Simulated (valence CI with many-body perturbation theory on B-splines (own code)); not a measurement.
## Lu XXXVIII: what each term of the Hamiltonian does

Calculated by relativistic CI+MBPT: six valence electrons over a frozen Dirac-Fock core [Ar] 3d10, radial functions for each j: 9 s, 9 p, 8 d, 6 f, 3 g, 1 h, with the one-electron correlation potential Σ1 (screened to all orders), the two-electron term Σ2, the three-electron term Σ3, Breit, model QED; selected single and double excitations, second order for the rest, scaled by the run's own slope (own B-spline code, finite nucleus).

The last digits are not significant, and no measured levels were compared; by estimate large intervals hold to a few tenths of a per cent, small ones and those within an open d or f shell to about a per cent. Among the levels kept, up to 630 cm⁻¹ of a level comes from second order outside the variational space, and about a tenth of that is noise between levels of different J, which matters for small intervals.

Each rung adds one term. CI alone is the Dirac-Coulomb CI over the frozen core; QED comes last and gives the full result, which names the levels. Energies are above (4s^2 4p1/2^2 4p3/2^2) J=2 on the same rung, in cm⁻¹.

Levels are named by their leading jj configuration (3d3/2^4 stands for four electrons in 3d with j = 3/2), which in mixed levels can hold well under half, so a name can repeat and another be missing. Letters in brackets count levels of one name in rising energy.

| Level | CI alone | Σ1 | Σ2 | Σ3 | Breit | QED | Full |
| --- | --- | --- | --- | --- | --- | --- | --- |
| (4s^2 4p1/2^2 4p3/2^2) J=0 | 67342 | +23 | -999 | -291 | +326 | -6 | 66395 |
| (4s^2 4p1/2 4p3/2^3) J=1 | 592724 | +1829 | +1738 | +91 | -6767 | +757 | 590371 |
| (4s^2 4p1/2 4p3/2^3) J=2 | 627968 | +1836 | +1253 | -60 | -7087 | +753 | 624663 |
| (4s^2 4p1/2^2 4p3/2 4d3/2) J=2 | 1155130 | -1503 | -1435 | +518 | -2428 | -1380 | 1148900 |
| (4s^2 4p1/2^2 4p3/2 4d3/2) J=1 | 1171970 | -1387 | -1451 | +514 | -2381 | -1682 | 1165580 |
| (4s^2 4p1/2^2 4p3/2 4d3/2) J=0 | 1178370 | -1530 | -1725 | +483 | -2187 | -1433 | 1171980 |
| (4s^2 4p1/2^2 4p3/2 4d3/2) J=3 | 1184970 | -1502 | -1708 | +397 | -3000 | -1253 | 1177910 |
| (4s^2 4p3/2^4) J=0 | 1248140 | +3661 | +2521 | -125 | -13469 | +1464 | 1242190 |
| (4s^2 4p1/2^2 4p3/2 4d5/2) J=2 | 1266460 | -37 | +339 | +745 | -3752 | -3412 | 1260340 |
| (4s^2 4p1/2^2 4p3/2 4d5/2) J=4 | 1300100 | -836 | -1956 | +512 | -5721 | -930 | 1291170 |
| (4s^2 4p1/2^2 4p3/2 4d5/2) J=3 | 1403670 | -808 | -5956 | +58 | -5596 | -943 | 1390420 |
| (4s^2 4p1/2^2 4p3/2 4d5/2) J=1 | 1405800 | -162 | -3673 | +163 | -4157 | -2727 | 1395240 |
| (4s 4p1/2^2 4p3/2^3) J=2 | 1415140 | +243 | -3942 | +240 | -3322 | -4219 | 1404140 |
| (4s 4p1/2^2 4p3/2^3) J=1 | 1488710 | +322 | -5293 | -41 | -3088 | -4372 | 1476240 |
| (4s^2 4p1/2 4p3/2^2 4d3/2) J=0 | 1714330 | +372 | +937 | +811 | -9327 | -953 | 1706170 |
| (4s^2 4p1/2 4p3/2^2 4d3/2) J=1 [a] | 1715550 | +310 | +375 | +775 | -9224 | -792 | 1707000 |
| (4s^2 4p1/2 4p3/2^2 4d3/2) J=2 [a] | 1717830 | +263 | +441 | +784 | -9543 | -520 | 1709260 |
| (4s^2 4p1/2 4p3/2^2 4d3/2) J=3 [a] | 1745830 | +296 | +148 | +658 | -10063 | -507 | 1736360 |
| (4s^2 4p1/2 4p3/2^2 4d3/2) J=4 | 1780560 | +282 | -167 | +428 | -10347 | -518 | 1770240 |

The middle columns are the shifts that each term adds.

Q: How does the ionisation energy move along the ladder, and which term matters most?

A: CI alone 1697.8, + Σ1 1699.2, + Σ2 1699.6, + Σ3 1699.1, + Breit 1698.0, + QED 1697.9 eV. The largest step is Σ1, 1.5 eV. NIST lists 1696 ± 4 eV (theoretical).
